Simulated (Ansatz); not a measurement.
```xyz
8

O    -1.547    1.195   -0.005
Si   -0.045    0.650   -0.431
Ga    0.373   -1.388    0.772
Br    2.452   -2.265    0.268
H    -1.860    2.008   -0.406
H     0.047    0.391   -1.898
H     1.013    1.650   -0.102
H    -0.433   -2.241    1.803
```

The species carries charge 0 and has multiplicity 1.

Problem. List the PBE/def2-TZVPP orbital energies in eV (Ansatz 0.2.0). (Best estimate.)

Solution. The calculation gave: Occupied: -13088.54, -10094.28, -1780.31, -1681.67, -1516.03, -1515.99, -1515.97, -1234.20, -1093.91, -1093.83, -1093.79, -510.64, -228.45, -170.58, -170.46, -170.40, -143.94, -137.98, -98.56, -98.34, -98.22, -94.74, -94.71, -94.68, -67.26, -67.23, -67.19, -67.09, -67.09, -25.34, -20.65, -20.49, -20.42, -20.40, -20.30, -18.59, -14.28, -11.88, -10.95, -9.37, -8.98, -8.07, -7.50, -7.35, -7.20, -6.41. Lowest empty: -2.83, -1.48, -0.95, 0.51, 0.74, 1.10, 1.43, 2.40.
